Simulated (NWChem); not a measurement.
# N-methylmethanimine (C₂H₅N); SMILES N(=C)C

Program: NWChem. Coordinates come from a PBE0/def2-SVP optimisation.

Predict the results for PBE/def2-TZVPD. Quantities: highest occupied level (eV); orbital gap (eV); dipole (D).


```json
{
  "highest occupied level (eV)": "-5.91",
  "orbital gap (eV)": "4.37",
  "dipole (D)": "1.38"
}
```
